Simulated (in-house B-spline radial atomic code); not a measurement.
A fraction x of an electron is removed from 5p in I V (I4+), starting from [Kr] 4d10 5s2 5p1 and keeping the highest spin. Level of theory: non-relativistic r2SCAN0, spin-polarised, spherical fractional occupations, point nucleus; calculated with an all-electron radial atomic-structure program (B-spline basis).

Caution: exact exchange at fractional occupations of open shells leaves self-interaction of up to several eV.

```tsv
x	E(x) - E(0) (eV)	5p up level (eV)
0	0.0000	-44.641
0.1	4.5088	-45.534
0.15	6.7966	-45.980
0.32	14.7421	-47.496
0.46	21.4787	-48.741
0.5	23.4355	-49.096
0.58	27.3915	-49.804
0.63	29.8927	-50.246
0.81	39.0794	-51.824
0.97	47.4814	-53.191
1	49.0809	-
```

The exact functional would give a straight line between the two integer points. Deviations E(x) - E(0) - x[E(1) - E(0)], in eV: -0.399 at x = 0.1, -0.566 at x = 0.15, -0.964 at x = 0.32, -1.099 at x = 0.46, -1.105 at x = 0.5, -1.075 at x = 0.58, -1.028 at x = 0.63, -0.676 at x = 0.81, -0.127 at x = 0.97.

The curve lies below the straight line by up to 1.105 eV (at x = 0.5): convex, the delocalisation error, to which spherically averaged exact exchange adds.

Task: How well does Slater's transition state (minus the level at half occupation) give the ionisation energy?

Result: It gives 49.096 eV against 49.081 eV from the two total energies; NIST lists 51.52 eV, ground level to ground level. The end point has an open shell averaged over its orbitals, so its exact exchange keeps a self-interaction and this is no true integer point.
